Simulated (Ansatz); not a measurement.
Input file for Ansatz (a quantum-chemistry and plane-wave program): R-PBE0/def2-TZVPPD on C2H8O (a complex). Files ending in .json are basis or fitting sets from the Basis Set Exchange.

Ansatz 0.2 input:
```yaml
crystal:
  periodic: [false, false, false]
  atoms:
    - {symbol: C, position_ang: [-0.07214757, 0.03071070, -0.15670475]}
    - {symbol: H, position_ang: [0.04576111, 0.26599455, -1.21319241]}
    - {symbol: H, position_ang: [-0.64911593, -0.88962410, -0.06233894]}
    - {symbol: H, position_ang: [0.91145090, -0.10370336, 0.29224828]}
    - {symbol: H, position_ang: [-0.59418863, 0.84834177, 0.33872734]}
    - {symbol: C, position_ang: [0.65683229, 0.27041643, 3.58323182]}
    - {symbol: O, position_ang: [-0.69177518, 0.00226687, 3.22935982]}
    - {symbol: H, position_ang: [1.26678373, -0.63956875, 3.60637250]}
    - {symbol: H, position_ang: [0.64228412, 0.69953575, 4.58417499]}
    - {symbol: H, position_ang: [1.12538947, 0.99218627, 2.90500016]}
    - {symbol: H, position_ang: [-0.70631986, -0.37616700, 2.34484376]}
basis:
  gaussian:
    orbitals: def2-TZVPPD.json
hamiltonian:
  xc: {name: PBE0}
scf: {lower_state_search: off}
```

The head of its log:

```
WARN ansatz: RAYON_NUM_THREADS=1 ignored (pool sized by the plan → 1); use --threads N
Functional definition: PBE0
these checks for a lower state are left out or cut short: stability, starts, cluster_reference, orbital_swaps, neighbouring_geometries, increment
integrals: 0.11 GiB planned
1004 factors; their error is unknown
mean field: 1.26 GiB planned
mean field evaluation 1: about -4239.5175 eV, gradient 6.5e1 eV
mean field evaluation 2: about -4235.3478 eV, gradient 7.9e1 eV
```

Predict the final total energy.

-156.1178 hartree.
